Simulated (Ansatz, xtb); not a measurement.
Isomers of C6H3F3 in order of energy

3 gas-phase structures of C6H3F3, from a drawn sample of its isomers (lower ones may exist). Each was relaxed with GFN2-xTB:

A. `C#CC(C#C)C(F)(F)F`, a singlet
B. `C#CCC#CC(F)(F)F`, a singlet
C. `C#CC#CCC(F)(F)F`, a singlet

Which do you expect lowest at r2SCAN-D4/def2-SVP//GFN2-xTB, and how would the others follow?

Calculated order at r2SCAN-D4/def2-SVP//GFN2-xTB: C (0.0), B (17.8), A (18.3) kcal/mol. Less than 1 kcal/mol parts B and A, so the order within that pair means little.

Energies above the lowest of each column, in kcal/mol; the last columns are at r2SCAN-D4/def2-SVP geometries:

```
structure  GFN2-xTB  HF/STO-3G  r2SCAN-D4/def2-SVP//GFN2-xTB  r2SCAN-D4/def2-SVP  CCSD(T)/def2-SVP + ΔMP2/def2-TZVPP
        C       0.0        0.0                           0.0                 0.0                                 0.0
        B       7.8       10.8                          17.8                17.8                                12.9
        A      10.3       13.3                          18.3                17.8                                11.1
```

Every level run on C puts it lowest or level with the lowest. CCSD(T)/def2-SVP + ΔMP2/def2-TZVPP orders those it was run on as C (0.0), A (11.1), B (12.9) kcal/mol. ΔMP2 is the change of the MP2 energy from the smaller to the larger basis.

Programs: Ansatz 0.2.0, xtb 6.7.1.
